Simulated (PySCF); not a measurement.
A run for PySCF: R-B3LYP/LANL2DZ on H3In (SMILES [InH3]), a point of a bond scan (R = 3.461 Å).

```python
from pyscf import gto, scf, dft, mp
from pyscf.data.elements import chemcore

mol = gto.M(
    atom='''
    In   -0.00000000    0.00000000    0.00000000
    H     1.37329720   -0.94875706    3.03204414
    H    -0.39135161    1.66043977   -0.29090875
    H    -0.29529699   -1.18606124   -1.22511332
    ''',
    basis='lanl2dz',
    ecp={'In': 'lanl2dz'},
    charge=0, spin=0, verbose=3, max_memory=1800)
mf = dft.RKS(mol, xc='b3lyp')
mf.conv_tol = 1e-8
mf.max_cycle = 100
mf.kernel()
if not mf.converged:
    mf = mf.newton().run(mf.mo_coeff, mf.mo_occ)
```

Program output:

```
converged SCF energy = -3.50788980269328
```

Self-consistency was reached.

Cost: very roughly 1.1 core-seconds.
